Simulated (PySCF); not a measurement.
Spinor energies of Fe (iron, neutral)

Start: [Ar] 3d5 4s2 5s1; 3d5/2 filled at m_j = -3/2, -1/2, +1/2, +3/2, +5/2; 5s1/2 filled at m_j = +1/2. Calculated with PySCF 2.14 in x2c-TZVPall-2c with one added diffuse shell each of s, p, d type (7s8p5d1f, 63 functions): generalised Hartree-Fock with the X2C-1e Hamiltonian and a Gaussian nucleus; one run each with spin-orbit coupling (SO) switched off, then screened by Boettger's factors. This is a chosen level, not necessarily the ground level.

| spinor shell | electrons | ε, spin-free (eV) | ε, screened SO (eV) | weight of nominal j (screened SO) | rms radius, screened SO (bohr) |
| --- | --- | --- | --- | --- | --- |
| 1s1/2 | 2 | -7186.7 | -7186.7 | 1.000 | 0.0675 |
| 2s1/2 | 2 | -895.01 | -894.99 | 1.000 | 0.288 |
| 2p1/2 | 2 | -760.58 | -769.52 | 0.976 | 0.259 |
| 2p3/2 | 4 | -760.58 | -756.20 | 0.988 | 0.261 |
| 3s1/2 | 2 | -127.17 | -127.17 | 1.000 | 0.863 |
| 3p1/2 | 2 | -86.035 | -86.607 | 0.663 | 0.920 |
| 3p3/2 | 4 | -86.035 | -85.762 | 0.832 | 0.925 |
| 3d5/2 | 5 | -30.490 | -30.489 | 0.591 | 1.10 |
| 4s1/2 | 2 | -12.558 | -12.558 | 1.000 | 2.89 |
| 5s1/2 | 1 | -2.518 | -2.518 | 1.000 | 8.31 |

```json
{"quantity": "E (hartree)", "spin-free": "-1271.10482", "screened SO": "-1271.12477"}
{"quantity": "M_J", "spin-free": "3", "screened SO": "3"}
{"quantity": "⟨J²⟩", "spin-free": "12.006", "screened SO": "12.006"}
{"quantity": "⟨L²⟩", "spin-free": "0.000", "screened SO": "0.002"}
{"quantity": "⟨S²⟩", "spin-free": "12.006", "screened SO": "12.003"}
```

Each row is a mean over spinors that exchange with the open shell spreads, by up to 15.747 eV (3p3/2).

Rows whose weight is well below 1 are mixtures of j = l ± 1/2: exchange outweighs spin-orbit coupling there, and the label is only the starting occupation.

Without spin-orbit coupling the j labels of p, d and f shells carry no meaning; the spin-free column gives the mean over the occupied spinors of each nl shell.
